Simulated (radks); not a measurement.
The numbers below are computed, except where a source is named.
Question: Cd VI, 43 electrons, occupied as [Kr] 4d7. Code: a radial shooting solver on a logarithmic mesh with Libxc functionals. Model: scalar-relativistic Kohn-Sham, BLYP, spin-polarised, spherical densities, finite nucleus; open shells are filled with parallel spins first (spin-orbit coupling, left out, can overturn this in heavy ions); Fermi nuclear charge, rms radius 4.6087 fm. Some entries of the table are withheld. Estimate them.

| orbital | occ. | eigenvalue (hartree) | <1/r> (bohr^-1) |
|---|---|---|---|
| 1s up | 1 | -977.7053 | 50.64 |
| 1s down | 1 | -977.7052 | 50.64 |
| 2s up | 1 | -147.5589 | 11.52 |
| 2s down | 1 | -147.5312 | 11.52 |
| 2p up | 3 | -132.7067 | 11.11 |
| 2p down | 3 | -132.6854 | 11.11 |
| 3s up | 1 | -29.74810 | 4.063 |
| 3s down | 1 | -29.73421 | 4.063 |
| 3p up | 3 | -24.87862 | 3.871 |
| 3p down | 3 | -24.86278 | 3.871 |
| 3d up | 5 | -17.25971 | 3.645 |
| 3d down | 5 | -17.23513 | 3.644 |
| 4s up | 1 | (1) | 1.597 |
| 4s down | 1 | (2) | 1.601 |
| 4p up | 3 | -5.14326 | (3) |
| 4p down | 3 | -5.03829 | (4) |
| 4d up | 5 | (5) | 1.186 |
| 4d down | 2 | (6) | 1.180 |

Answer: 
(1) 4s up eigenvalue (hartree): -6.60627
(2) 4s down eigenvalue (hartree): -6.50291
(3) 4p up <1/r> (bohr^-1): 1.455
(4) 4p down <1/r> (bohr^-1): 1.457
(5) 4d up eigenvalue (hartree): -2.99116
(6) 4d down eigenvalue (hartree): -2.89058
